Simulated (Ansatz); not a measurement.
SiTe, closed-shell singlet (lowest of 2S+1 = 1, 3, 5 at CCSD(T)/def2-TZVPP on PBE0 minima; our sources give no spin for the ground state, which may be another), most abundant isotopes (27.9769 and 129.9062 u). Constants from fifth-degree fits in 1/R to seven points on the lowest solution found; no spin–orbit coupling, no relativity up to Kr; ω_e x_e and α_e move by some per cent with the fit.

Correlated levels freeze the inner cores; with def2 sets outer-core shells near the valence are correlated too. CBS(a, b) extrapolates the correlation energy as X⁻³ and adds the Hartree–Fock energy of set b.

Programs: Ansatz (a program for electronic structure) with Gaussian orbitals. Values without a source in brackets are computed. In def2 rows elements past Kr take small-core potentials, without spin–orbit coupling.

```json
[
 {"level": "PBE/def2-TZVPP", "r_e (Å)": "2.2959", "ω_e (cm⁻¹)": "468.4", "ω_e x_e (cm⁻¹)": "1.18", "α_e (cm⁻¹)": "0.000501"},
 {"level": "CCSD(T)/CBS(def2-TZVPP, def2-QZVPP)", "r_e (Å)": "2.2738", "ω_e (cm⁻¹)": "488.2", "ω_e x_e (cm⁻¹)": "1.26", "α_e (cm⁻¹)": "0.000508"}
]
```

**Question.** Derive the rotational constants, the centrifugal constant, the fundamental, the zero-point energy and the force constant.

**Answer.** 
μ = 23.01941 u.
- PBE/def2-TZVPP: B_e = 16.8576/(μ r_e²) = 0.13893 cm⁻¹; B₀ = B_e − α_e/2 = 0.13868 cm⁻¹; D = 4B_e³/ω_e² = 4.89e-08 cm⁻¹; fundamental ω_e − 2ω_e x_e = 466 cm⁻¹; zero-point energy ω_e/2 − ω_e x_e/4 = 234 cm⁻¹; k = μ(2πcω_e)² = 298 N/m; the line J = 1 ← 0 at 2B₀ = 8.315 GHz
- CCSD(T)/CBS(def2-TZVPP, def2-QZVPP): B_e = 16.8576/(μ r_e²) = 0.14164 cm⁻¹; B₀ = B_e − α_e/2 = 0.14138 cm⁻¹; D = 4B_e³/ω_e² = 4.77e-08 cm⁻¹; fundamental ω_e − 2ω_e x_e = 486 cm⁻¹; zero-point energy ω_e/2 − ω_e x_e/4 = 244 cm⁻¹; k = μ(2πcω_e)² = 323 N/m; the line J = 1 ← 0 at 2B₀ = 8.477 GHz
